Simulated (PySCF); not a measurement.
Pt⁻: fine-structure interval

Pt⁻ [Xe] 4f14 5d9 6s2 [5d3/2^4 5d5/2^5, M_J = 5/2] → Pt⁻ [Xe] 4f14 5d9 6s2 [5d3/2^3 5d5/2^6, M_J = 3/2], as a difference of total energies. Calculation: PySCF 2.14, in x2c-SVPall-2c with one added diffuse shell each of s, d type (8s9p10d2f, 99 functions); the two-component X2C-1e Hamiltonian. Correlated levels: [Kr] 4d10 4f14 frozen; the 22 highest virtual spinors dropped. "Screened" scales the spin-orbit matrix elements by Boettger's factors to mimic the two-electron term; Breit and QED terms are absent.

| method | fine-structure interval (cm⁻¹) |
| --- | --- |
| GHF (screened spin-orbit) | 10599 |
| GMP2 (screened spin-orbit) | 10792 |
| GHF (bare spin-orbit) | 12210 |
